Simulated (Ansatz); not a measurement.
C$_{4}$H$_{10}$AlNO, SMILES `CC#[N+][Al-]([CH3])([CH3])[OH]`, relaxed with RKS PBE0-D4/def2-TZVP in Ansatz from a PBE-D4/def2-SVP geometry. The force threshold is 0.005 eV/Å; the program also tests the step.

Total charge 0; spin multiplicity 1.

Start:

```xyz
17

C     1.142   -0.864    3.121
C     0.760   -0.542    1.759
N     0.456   -0.292    0.662
Al   -0.176    0.054   -1.290
C    -2.003   -0.678   -1.111
C     0.120    2.016   -1.377
O     0.910   -1.007   -2.168
H     1.173   -1.963    3.256
H     2.143   -0.446    3.346
H     0.407   -0.436    3.833
H    -2.580   -0.211   -0.284
H    -2.587   -0.510   -2.042
H    -1.991   -1.775   -0.934
H    -0.212    2.427   -2.356
H    -0.462    2.556   -0.598
H     1.185    2.312   -1.252
H     1.715   -0.641   -2.566
```

How much energy does the relaxation release, and in how many steps? (Estimate.)

The calculation gave: 8.83 kJ/mol, in 19 steps.

Which bonds change most? (Best estimate.)

Ansatz gave: Al4–O7 from 1.754 to 1.731 Å; C2–N3 from 1.166 to 1.143 Å; C1–H9 from 1.108 to 1.091 Å; C1–H8 from 1.108 to 1.091 Å.

Give the relaxed structure. (Best estimate.)

Ansatz gave: 
```xyz
17

C     1.162   -0.872    3.098
C     0.750   -0.541    1.755
N     0.425   -0.285    0.690
Al   -0.192    0.052   -1.254
C    -2.022   -0.650   -1.115
C     0.125    1.993   -1.384
O     0.907   -0.996   -2.085
H     1.363   -1.942    3.165
H     2.067   -0.319    3.353
H     0.370   -0.609    3.801
H    -2.605   -0.151   -0.333
H    -2.569   -0.512   -2.054
H    -2.030   -1.724   -0.900
H    -0.158    2.377   -2.370
H    -0.464    2.554   -0.650
H     1.176    2.263   -1.229
H     1.695   -0.639   -2.489
```
